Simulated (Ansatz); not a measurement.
C2H6OSSi can be A, `[SiH3]C1(S)CO1`, or B, `S[SiH]1CCO1`.

Program: Ansatz. Geometries: PBE0-D4/def2-TZVP. ΔE: electronic, gas phase. CCSD(T)/CBS adds triple-zeta CCSD(T) − MP2 to the extrapolated MP2 energy (def2 sets, frozen cores). DFT in def2-TZVPP. B3LYP here is the variant with VWN-RPA as its local correlation; programs differ in this. Each species was taken in one conformer, which may not be the lowest.

Which is lower in electronic energy at CCSD(T)/CBS, and by how much? (An estimate is asked.)

The calculation gave: B, by 72.0 kcal/mol.

Give E(B) − E(A) in kcal/mol with CCSD/def2-TZVPP, B2PLYP, r2SCAN-D4, MP2/def2-TZVPP, ωB97M-V, B3LYP, B3LYP-D4. (An estimate is asked.)

Computed: CCSD/def2-TZVPP -72.1, B2PLYP -71.1, r2SCAN-D4 -70.7, MP2/def2-TZVPP -72.3, ωB97M-V -71.9, B3LYP -70.0, B3LYP-D4 -69.7. None reverses the order clearly.

Largest T1 diagnostic: 0.013.

From PBE to PBE0 (25 % exact exchange), in def2-TZVPP and without D4, E(B) − E(A) moves by −3.7 kcal/mol. In def2-TZVPP, CCSD(T) changes the Hartree–Fock value by +3.3 kcal/mol (the triples alone add +1.1 kcal/mol) and MP2 by +2.0 kcal/mol.
